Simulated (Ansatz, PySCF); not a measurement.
The Ansatz (an electronic-structure program) input:
Ansatz 0.2 input:
```yaml
crystal:
  periodic: [false, false, false]
  atoms:
    - {symbol: C, position_ang: [-0.00086561, 0.10089553, 0.01170220]}
    - {symbol: H, position_ang: [-0.97847113, -0.31231328, -0.02467531]}
    - {symbol: H, position_ang: [0.98366479, -0.29305989, -0.04553788]}
basis:
  gaussian:
    orbitals: def2-SVP
magnetization: {spin_polarized: true, initial_magnetization: 2}
correlation: {method: mp2, electrons: outside_noble_gas}
accuracy: high
```

Task: Write the same job for PySCF.

Result: This is not unique; one that fits is 
```python
from pyscf import gto, scf, mp

mol = gto.Mole()
mol.atom = '''
    C    -0.000866    0.100896    0.011702
    H    -0.978471   -0.312313   -0.024675
    H     0.983665   -0.293060   -0.045538
'''
mol.basis = 'def2-svp'
mol.charge = 0
mol.spin = 2
mol.verbose = 3
mol.build()

mf = scf.UHF(mol)
mf.kernel()

pt = mp.MP2(mf, frozen=1)
pt.kernel()
print('E(MP2) = %.10f' % pt.e_tot)
```

Both were run: Ansatz gave -38.985941 Eh and PySCF -38.985941 Eh, 0.000 mEh apart.
